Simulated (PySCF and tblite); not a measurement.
The numbers below are computed, except where a source is named.
**Dynamics report: rearrangement**

System: C7H13 (charge +1), numbered as in [CH3:1][C+:2]1[CH2:3][CH2:4][CH2:5][C@@H:6]1[CH3:7].

Motion: shift of H on C6 from C6 to C2. The path came from a restrained scan, a climbing-image band and a saddle search at GFN2-xTB; energies are PBE/pcSseg-1 + D3(BJ)//B3LYP-D3(BJ)/def2-SVP, thermal terms GFN2-xTB. Rates follow Eyring's equation with the number of equivalent paths and no tunnelling. Programs: tblite and PySCF.

```tsv
point	symmetry	E(GFN2) kcal/mol	E(DFT) kcal/mol	ZPE change kcal/mol	lowest mode cm⁻¹
start	C1	0.0	0.0	0.00	109
saddle	Cs	8.4	3.6	-1.44	612i
end	C1	0.0	0.0	0.00	109
```

```json
{
 "Electronic barrier": "3.6 kcal/mol",
 "Barrier with zero-point energy": "2.2 kcal/mol",
 "ΔH‡ (298 K)": "2.0 kcal/mol",
 "ΔS‡ (298 K, symmetry apart)": "-0.8 cal/(mol K)",
 "Paths": "1 equivalent path",
 "End point": "the same structure with atoms interchanged, or its mirror image",
 "Mean lifetime of the start against this motion at 298 K": "7.5 ps",
 "Cost": "7.4 min on 1 thread of Arm Neoverse V1 (shared host) (rough), peak memory 0.77 GiB, launched as `OMP_NUM_THREADS=1 python ens_run.py task.json out`"
}
```

```json
{"T/K": "200", "ΔG‡ kcal/mol": "2.2", "k s⁻¹": "1.6×10¹⁰"}
{"T/K": "250", "ΔG‡ kcal/mol": "2.2", "k s⁻¹": "5.7×10¹⁰"}
{"T/K": "298", "ΔG‡ kcal/mol": "2.3", "k s⁻¹": "1.3×10¹¹"}
{"T/K": "350", "ΔG‡ kcal/mol": "2.3", "k s⁻¹": "2.6×10¹¹"}
{"T/K": "400", "ΔG‡ kcal/mol": "2.4", "k s⁻¹": "4.3×10¹¹"}
{"T/K": "500", "ΔG‡ kcal/mol": "2.5", "k s⁻¹": "8.5×10¹¹"}
```

ΔG and ΔG‡ leave out symmetry numbers and mirror images; rates count paths: 1 out.

The ion is treated without a counter-ion.
